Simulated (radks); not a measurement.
Neutral chlorine, 17 electrons, occupied as [Ne] 3s2 3p5.

Method: scalar-relativistic Kohn-Sham, r2SCAN, spin-polarised, spherical densities, finite nucleus; open shells are filled with parallel spins first; meta-GGA in the generalised Kohn-Sham scheme; Fermi nuclear charge, rms radius 3.3654 fm; hard spherical wall at 7 bohr; computed with a radial shooting solver on a logarithmic mesh with Libxc functionals.

Energy parts (eV):
part                      energy
total                 -12560.631
kinetic                12617.938
electron-nucleus      -29950.684
Hartree                 5540.855
exchange-correlation    -768.739

Orbitals (lengths in bohr, moments of r in powers of bohr):
orbital	occ.	eigenvalue (eV)	<1/r>
1s up	1	-2765.774	16.67
1s down	1	-2765.542	16.67
2s up	1	-257.8829	3.324
2s down	1	-257.7684	3.322
2p up	3	-194.7145	3.209
2p down	3	-194.4683	3.207
3s up	1	-22.1388	0.8937
3s down	1	-20.8477	0.8885
3p up	3	-9.3963	0.7485
3p down	2	-8.2327	0.7376
4s up	0	2.8516	0.3253
4s down	0	3.0543	0.3188
3d up	0	5.1731	0.3791
3d down	0	5.6235	0.3540
4p up	0	5.9265	0.3192
4p down	0	6.0538	0.3186

The highest occupied level is 3p down at -8.233 eV. Spin moment in Bohr magnetons: 1. The electron density at the nucleus is 3600 e/bohr^3 (large components only).
